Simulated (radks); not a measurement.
Valence configurations of Cl+ (all share [Ne]). Method: Dirac Kohn-Sham, PBE, spin-unpolarised, spherical densities, finite nucleus; open shells fill j = l - 1/2 first; Fermi nuclear charge, rms radius 3.3654 fm; computed with a radial shooting solver on a logarithmic mesh with Libxc functionals. Energies are relative to 3s2 3p4; eigenvalues in eV.

| valence | E (eV) | e(3p1/2) | e(3p3/2) | e(3s1/2) |
|---|---|---|---|---|
| 3s2 3p4 | 0.000 | -19.507 | -19.364 | -32.077 |
| 3s1 3p5 | 12.755 | -20.074 | -19.929 | -32.725 |
| 3p6 | 25.590 | -20.616 | -20.467 | - |
| 3s1.5 3p4.5 | 6.367 | -19.794 | -19.650 | -32.405 |

NIST lists [Ne] 3s2 3p4 as the ground configuration; this level of theory agrees among the configurations tried. The energies are those of spherical spin-averaged densities, not of single terms.
